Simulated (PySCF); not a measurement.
## [Bi(NH3)3]3+: from a saddle point downhill

PySCF 2.14.0, RKS PBE0, Bi def2-SVP with ECP60, N def2-SVP, H def2-SVP; non-relativistic Hamiltonian with scalar-relativistic core potentials where named; density fitting; no spin-orbit coupling. Relaxed within the symmetry of its start, the geometry (C3h) is

```xyz
13

Bi    0.0000    0.0000    0.0000
N     2.4937    0.0021    0.0000
H     2.9070   -0.4753    0.8218
H     2.9070   -0.4753   -0.8218
H     2.9101    0.9499    0.0000
N    -1.2487    2.1586    0.0000
H    -1.0419    2.7552    0.8218
H    -1.0419    2.7552   -0.8218
H    -2.2777    2.0453    0.0000
N    -1.2451   -2.1607    0.0000
H    -1.8651   -2.2799    0.8218
H    -1.8651   -2.2799   -0.8218
H    -0.6325   -2.9952    0.0000
```

and its lowest harmonic modes are -230, -40, -40, -31, 45, 45 cm⁻¹ (negative: unstable). It was moved along the lowest mode and relaxed again, within the group C3 that the move left.

**Question.** Where does it end, and how much lower?

**Answer.** In nearly C3v, 1.397 eV lower, after 32 steps:
```xyz
13

Bi    0.0000    0.0000   -1.0729
N     2.0064    0.0564    0.1770
H     1.9369    0.0296    1.2094
H     2.6288   -0.7339   -0.0808
H     2.5617    0.9055   -0.0424
N    -1.0520    1.7093    0.1770
H    -0.9940    1.6626    1.2094
H    -0.6788    2.6435   -0.0808
H    -2.0650    1.7658   -0.0424
N    -0.9543   -1.7658    0.1770
H    -0.9428   -1.6922    1.2094
H    -1.9500   -1.9097   -0.0808
H    -0.4967   -2.6712   -0.0424
```

**Question.** How do the contacts change?

**Answer.** 
```tsv
contact	saddle (Å)	end (Å)
Bi1–N2 (NH3)	2.494	2.365
Bi1–N6 (NH3)	2.494	2.365
Bi1–N10 (NH3)	2.494	2.365
```


**Question.** Is the end a minimum?

**Answer.** Yes; lowest modes 71, 93, 93, 125, 125, 140 cm⁻¹.

State: singlet.
